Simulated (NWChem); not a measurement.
System: TeCl₃ cation; SMILES Cl[Te+](Cl)Cl

Input file for NWChem:

```
start job
memory heap 200 mb stack 900 mb global 1100 mb
charge 1
geometry units angstroms
  Te     0.000000     0.000000     0.542924
  Cl     0.172899    -2.019391    -0.537812
  Cl    -1.835294     0.859960    -0.537812
  Cl     1.662394     1.159431    -0.537812
end
basis spherical
  * library 3-21g
end
dft
  xc b3lyp
  iterations 150
end
driver
  maxiter 120
end
task dft optimize
task dft freq
```

Excerpt of the output:

```
             Northwest Computational Chemistry Package (NWChem) 7.3.0
             --------------------------------------------------------

 C3  symmetry detected

                             Geometry "geometry" -> ""
                             -------------------------

 Output coordinates in angstroms (scale by  1.889725989 to convert to a.u.)

  No.       Tag          Charge          X              Y              Z
 ---- ---------------- ---------- -------------- -------------- --------------
    1 Te                  52.0000     0.00000000     0.00000000     0.53512171
    2 Cl                  17.0000     1.69121363    -1.11697400    -0.54561429
    3 Cl                  17.0000    -1.81293468    -0.90614697    -0.54561429
    4 Cl                  17.0000     0.12172105     2.02312097    -0.54561429

 Effective nuclear repulsion energy (a.u.)     741.6767820054

      Symmetry information
      --------------------

 Group name             C3
 Group number              5
 Group order               3
 No. of unique centers     2

                                Z-matrix (autoz)
                                --------

 Units are Angstrom for bonds and degrees for angles

      Type          Name      I     J     K     L     M      Value
      ----------- --------  ----- ----- ----- ----- ----- ----------
    1 Stretch                  1     2                       2.29692
    2 Stretch                  1     3                       2.29692
    3 Stretch                  1     4                       2.29692
    4 Bend                     2     1     3                99.66702
    5 Bend                     2     1     4                99.66702
    6 Bend                     3     1     4                99.66702
    7 Torsion                  2     1     3     4        -101.64284
    8 Torsion                  2     1     4     3         101.64284
    9 Torsion                  3     1     2     4         101.64284
   10 Torsion                  2     4     1     3        -101.64284
   11 Torsion                  3     2     1     4        -101.64284
   12 Torsion                  2     3     1     4         101.64284

                           NWChem Geometry Optimization
                           ----------------------------

 maximum gradient threshold         (gmax) =   0.000450
 rms gradient threshold             (grms) =   0.000300
 maximum cartesian step threshold   (xmax) =   0.001800
 rms cartesian step threshold       (xrms) =   0.001200
 fixed trust radius                (trust) =   0.300000
 source of zmatrix                         =   autoz

          -------------------
          Energy Minimization
          -------------------

 Using diagonal initial Hessian
 Scaling for Hessian diagonals: bonds = 1.00  angles = 0.25  torsions = 0.10

          --------
          Step   0

                                 NWChem DFT Module
                                 -----------------

 Summary of "ao basis" -> "ao basis" (spherical)
 ------------------------------------------------------------------------------
       Tag                 Description            Shells   Functions and Types
 ---------------- ------------------------------  ------  ---------------------
 Te                          3-21g                  13       31   6s5p2d
 Cl                          3-21g                   7       13   4s3p

      Symmetry analysis of basis
      --------------------------

        a          26
        e+         22
        e-         22

  Rotation of axis

            General Information
            -------------------
          SCF calculation type: DFT
          Wavefunction type:  closed shell.
          No. of atoms     :     4
          No. of electrons :   102
           Alpha electrons :    51
            Beta electrons :    51
          Charge           :     1
          Spin multiplicity:     1
          Use of symmetry is: on ; symmetry adaption is: on
          Maximum number of iterations: 150
          AO basis - number of functions:    70
                     number of shells:    34
          Convergence on energy requested:  1.00D-06
          Convergence on density requested:  1.00D-05
          Convergence on gradient requested:  5.00D-04

              XC Information
              --------------
                         B3LYP Method XC Potential
                     Hartree-Fock (Exact) Exchange  0.200
                        Slater Exchange Functional  0.800 local
                    Becke 1988 Exchange Functional  0.720 non-local
              Lee-Yang-Parr Correlation Functional  0.810
                  VWN I RPA Correlation Functional  0.190 local

[...]

      ----------------------
      Optimization converged
      ----------------------

  Step       Energy      Delta E   Gmax     Grms     Xrms     Xmax
  ---- ---------------- -------- -------- -------- -------- --------
@    4   -7959.04452386 -6.3D-07  0.00002  0.00001  0.00069  0.00125
                                     ok       ok       ok       ok

                                Z-matrix (autoz)
                                --------

 Units are Angstrom for bonds and degrees for angles

      Type          Name      I     J     K     L     M      Value     Gradient
      ----------- --------  ----- ----- ----- ----- ----- ---------- ----------
    1 Stretch                  1     2                       2.45263    0.00002
    2 Stretch                  1     3                       2.45263    0.00002
    3 Stretch                  1     4                       2.45263    0.00002
    4 Bend                     2     1     3                99.54829   -0.00000
    5 Bend                     2     1     4                99.54829   -0.00000
    6 Bend                     3     1     4                99.54829   -0.00000
    7 Torsion                  2     1     3     4        -101.47069    0.00000
    8 Torsion                  2     1     4     3         101.47069   -0.00000
    9 Torsion                  3     1     2     4         101.47069   -0.00000
   10 Torsion                  2     4     1     3        -101.47069    0.00000
   11 Torsion                  3     2     1     4        -101.47069    0.00000
   12 Torsion                  2     3     1     4         101.47069   -0.00000

                         Geometry "geometry" -> "geometry"
                         ---------------------------------

 Output coordinates in angstroms (scale by  1.889725989 to convert to a.u.)

  No.       Tag          Charge          X              Y              Z
 ---- ---------------- ---------- -------------- -------------- --------------
    1 Te                  52.0000    -0.00000000     0.00000000     0.59272794
    2 Cl                  17.0000     1.80428182    -1.19165069    -0.56481637
    3 Cl                  17.0000    -1.93414068    -0.96672855    -0.56481637
    4 Cl                  17.0000     0.12985886     2.15837923    -0.56481637

 Effective nuclear repulsion energy (a.u.)     694.6972859570

      Symmetry information
      --------------------

 Group name             C3
 Group number              5
 Group order               3
 No. of unique centers     2

                Final and change from initial internal coordinates
                --------------------------------------------------

                                Z-matrix (autoz)
                                --------

 Units are Angstrom for bonds and degrees for angles

[...]

 Rotational Constants
 --------------------
 A=   0.052190 cm-1  (  0.075088 K)
 B=   0.052190 cm-1  (  0.075088 K)
 C=   0.034369 cm-1  (  0.049449 K)

 Temperature                      =   298.15K
 frequency scaling parameter      =   1.0000

 Zero-Point correction to Energy  =    1.903 kcal/mol  (  0.003032 au)
 Thermal correction to Energy     =    5.739 kcal/mol  (  0.009146 au)
 Thermal correction to Enthalpy   =    6.332 kcal/mol  (  0.010090 au)

 Total Entropy                    =   82.803 cal/mol-K
   - Translational                =   42.244 cal/mol-K (mol. weight = 234.8133)
   - Rotational                   =   27.039 cal/mol-K (symmetry #  =        3)
   - Vibrational                  =   13.520 cal/mol-K

 Cv (constant volume heat capacity) =   16.603 cal/mol-K
   - Translational                  =    2.979 cal/mol-K
   - Rotational                     =    2.979 cal/mol-K
   - Vibrational                    =   10.644 cal/mol-K

[normal modes left out]

 ----------------------------------------------------------------------------
 Normal Eigenvalue ||           Projected Infra Red Intensities
  Mode   [cm**-1]  || [atomic units] [(debye/angs)**2] [(KM/mol)] [arbitrary]
 ------ ---------- || -------------- ----------------- ---------- -----------
    1       -0.000 ||    0.002513           0.058         2.450       4.686
    2       -0.000 ||    0.004209           0.097         4.103       7.847
    3        0.000 ||    0.001620           0.037         1.580       3.021
    4        0.000 ||    0.001886           0.044         1.839       3.516
    5        0.000 ||    0.000067           0.002         0.066       0.125
    6        0.000 ||    0.004189           0.097         4.083       7.809
    7      103.731 ||    0.001393           0.032         1.358       2.596
    8      103.732 ||    0.001393           0.032         1.358       2.596
    9      124.781 ||    0.004671           0.108         4.554       8.709
   10      331.568 ||    0.019940           0.460        19.439      37.177
   11      331.569 ||    0.019941           0.460        19.440      37.179
   12      336.127 ||    0.002541           0.059         2.477       4.737
 ----------------------------------------------------------------------------
```

Level: B3LYP/3-21G, non-relativistic.
